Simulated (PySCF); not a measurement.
## Field gradients at the hydrogen positions

C₄H₁₀Si.
Z-matrix (Å and degrees, GFN2-xTB geometry), rows numbered from 1:
```
C 
C   1  1.3236
Si  2  1.8906  1  124.63
C   3  1.9053  2  109.21  1    86.52
C   3  1.9028  2  108.74  1  -154.12
H   1  1.0783  2  121.53  3     0.97
H   1  1.0801  2  122.84  3  -179.14
H   2  1.0846  1  117.84  3   179.18
H   3  1.4739  2  109.80  1   -33.62
H   4  1.0861  3  111.28  2   179.94
H   4  1.0868  3  111.48  2    59.86
H   4  1.0861  3  111.09  2   -60.06
H   5  1.0866  3  111.48  2   -59.82
H   5  1.0858  3  111.12  2  -179.62
H   5  1.0858  3  111.47  2    60.41
```

Level: PBE0/pcSseg-1 (PySCF, non-relativistic); Q(2H) = 0.00286 b; rigid geometry, the same for H and D, with no vibrational averaging.

Question: Rank these positions by the coupling χzz of a deuteron there, largest first.
A. H6 (vinylic hydrogen)
B. H9 (Si–H hydrogen)
C. H12 (methyl hydrogen)

Answer: A (224 kHz), C (219 kHz), B (105 kHz).

Question: Tabulate Vzz, the asymmetry η and χzz = 234.96 MHz × Q × Vzz for every hydrogen position.

Answer: 
| atom | bonded to | bond length (Å) | Vzz (au) | η | χzz (kHz) |
| --- | --- | --- | --- | --- | --- |
| H6 | C1 | 1.078 | 0.3330 | 0.05 | 224 |
| H7 | C1 | 1.080 | 0.3309 | 0.04 | 222 |
| H8 | C2 | 1.085 | 0.3259 | 0.03 | 219 |
| H9 | Si3 | 1.474 | 0.1558 | 0.01 | 105 |
| H10 | C4 | 1.086 | 0.3262 | 0.01 | 219 |
| H11 | C4 | 1.087 | 0.3248 | 0.01 | 218 |
| H12 | C4 | 1.086 | 0.3259 | 0.01 | 219 |
| H13 | C5 | 1.087 | 0.3252 | 0.01 | 219 |
| H14 | C5 | 1.086 | 0.3268 | 0.01 | 220 |
| H15 | C5 | 1.086 | 0.3263 | 0.01 | 219 |

Question: Average by the element that carries the hydrogen.

Answer: on C: 220 kHz over 9 positions, mean bond length 1.084 Å; on Si: 105 kHz over 1 position, mean bond length 1.474 Å.

Question: How does χzz go with the bond length over the 9 C–H bonds?

Answer: A straight-line fit has a slope of -5.9 kHz for each 0.01 Å, with a correlation coefficient of -0.98, over lengths from 1.078 to 1.087 Å. The longer bonds have the smaller couplings here.

One conformer (not necessarily the lowest) at the GFN2-xTB geometry, without solvent, vibrations or thermal averaging. GFN2-xTB bond lengths can be off by several hundredths of an ångström, more for odd bonds, and the gradients follow them. With so small a basis the couplings can be 20 % off.
